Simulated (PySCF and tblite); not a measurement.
The numbers below are computed, except where a source is named.
2‐bromophenol, C₆H₅BrO, numbered as in [OH:1][c:2]1[cH:3][cH:4][cH:5][cH:6][c:7]1[Br:8].

Conformers came from 60 starts (ETKDG and KDG, MMFF94s, GFN2-xTB); geometries are GFN2-xTB. Energies: B3LYP-D3(BJ)/def2-SVP (IEF-PCM, chloroform), with GFN2-xTB thermal terms (modes under about 100 cm⁻¹ blended into free rotors). Symmetry numbers and mirror images are counted. Conformers within 3 kcal/mol (GFN2-xTB free energy) were kept, 10 at most. Couplings: B3LYP/6-31G* with pcJ-1 on H (gas phase; spin-dipole term only for pairs with B, N, F, Si or P). Couplings are for ¹H. H–H couplings come out 0.1 to 0.9 Hz lower than with pcJ-1 on all atoms. Run with PySCF (density fitting) and tblite.

Torsions listed: H1–O1–C2–C3.

```json
{"conformer": "1", "shape": "180°", "weight %": "94.4"}
{"conformer": "2", "shape": "0°", "weight %": "5.6"}
```

**Question.** Give the couplings in each conformer and the averages at 298.15 K (pairs that fast motion interchanges averaged).

**Answer.** 
```json
{"coupling": "³J(H3,H4)", "pairs": "1", "1": "9.2", "2": "8.9", "average (Hz)": "9.2"}
{"coupling": "³J(H4,H5)", "pairs": "1", "1": "8.3", "2": "8.5", "average (Hz)": "8.3"}
{"coupling": "³J(H5,H6)", "pairs": "1", "1": "9.5", "2": "9.3", "average (Hz)": "9.5"}
```

Spin–orbit effects of the heavy atoms on shieldings are missing.
